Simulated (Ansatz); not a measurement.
Reactions of CH6BClGe, SMILES `C[B](Cl)[GeH3]`.

Program: Ansatz. Geometries: PBE0-D4/def2-TZVP. ΔE: electronic, gas phase. CBS: MP2 limit from def2 TZ/QZ plus the TZ coupled-cluster correction, frozen cores. This one scheme is used for every species. DFT in def2-TZVPP. For Ge, Se outer-core shells are correlated without core-valence functions, which leaves a few kJ/mol of doubt a bond. Scalar relativity is left out up to krypton. Each species was taken in one conformer, which may not be the lowest.

```csv
reaction,CCSD(T)/CBS(def2) (kJ/mol)
`C[B](Cl)[GeH3]` + `F[SiH3]` → `F[SiH2][GeH3]` + `CBCl`,?
`C[B](Cl)[GeH3]` + `[SiH3]N[SiH3]` → `[SiH3][N]([SiH3])[GeH3]` + `CBCl`,-22
`C[B](Cl)[GeH3]` + HCl → `[Cl][GeH3]` + `CBCl`,?
`C[B](Cl)[GeH3]` + H₂Se → `CB(Cl)[SeH]` + GeH₄,-82
`C[B](Cl)[GeH3]` + `BS` → `B[S][GeH3]` + `CBCl`,-47
`C[B](Cl)[GeH3]` + CH₃NH₂ → `CNB(C)Cl` + GeH₄,-148
`C[B](Cl)[GeH3]` + `[SiH3]S` → `[SiH3][S][GeH3]` + `CBCl`,-58
`C[B](Cl)[GeH3]` + `CC(O)=S` → `CC(=S)[O][GeH3]` + `CBCl`,-4
```

Task: Fill in the missing values. (An estimate is asked.)

Result: Ansatz gave: `C[B](Cl)[GeH3]` + `F[SiH3]` → `F[SiH2][GeH3]` + `CBCl`: -15.8 kJ/mol; `C[B](Cl)[GeH3]` + HCl → `[Cl][GeH3]` + `CBCl`: -74.8 kJ/mol.

Largest T1 diagnostic: 0.017, for `CC(O)=S`.
